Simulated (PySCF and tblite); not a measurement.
Values are calculated unless marked as measured or tabulated.
# Dynamics report: rotation

System: C₄H₆BBrF₂, numbered as in [CH3:1]/[C:2](=[CH:3]/[B:4]([F:5])[F:6])[CH2:7][Br:8].

Motion: rotation about the B4–C3 bond (torsion F5–B4–C3–C2 from -177° to -3°, rising). Level: PBE/pcSseg-1 + D3(BJ), IEF-PCM cyclohexane on GFN2-xTB stationary points, with GFN2-xTB thermal terms. Rate constants are transition-state-theory values, counting equivalent paths, without tunnelling. Programs: tblite and PySCF.

```tsv
point	symmetry	E(GFN2) kcal/mol	E(DFT) kcal/mol	ZPE change kcal/mol	lowest mode cm⁻¹	dipole D
start	C1	0.0	0.0	0.00	31	3.01
saddle	C1	4.1	5.6	-0.42	58i	2.60
end	C1	0.0	0.0	0.00	31	3.01
```

| Quantity | Value |
| --- | --- |
| Electronic barrier | 5.6 kcal/mol |
| Barrier with zero-point energy | 5.2 kcal/mol |
| ΔH‡ (298 K) | 4.8 kcal/mol |
| ΔS‡ (298 K, symmetry apart) | -2.9 cal/(mol K) |
| Paths | 2 equivalent paths |
| End point | the same structure with atoms interchanged, or its mirror image |
| Mean lifetime of the start against this motion at 298 K | 1.1 ns |
| Cost | 51 s on 1 thread of Arm Neoverse V1, on a host shared with other jobs (rough), peak memory 0.86 GiB, launched as `OMP_NUM_THREADS=1 python ens_run.py task.json out` |

| T/K | ΔG‡ kcal/mol | k s⁻¹ |
| --- | --- | --- |
| 200 | 5.4 | 1×10⁷ |
| 250 | 5.5 | 1.6×10⁸ |
| 298 | 5.6 | 9.2×10⁸ |
| 350 | 5.8 | 3.7×10⁹ |
| 400 | 5.9 | 1×10¹⁰ |

ΔG and ΔG‡ leave out symmetry numbers and mirror images; rates count paths: 2 out.

Spin–orbit effects of heavy atoms on shieldings are missing.
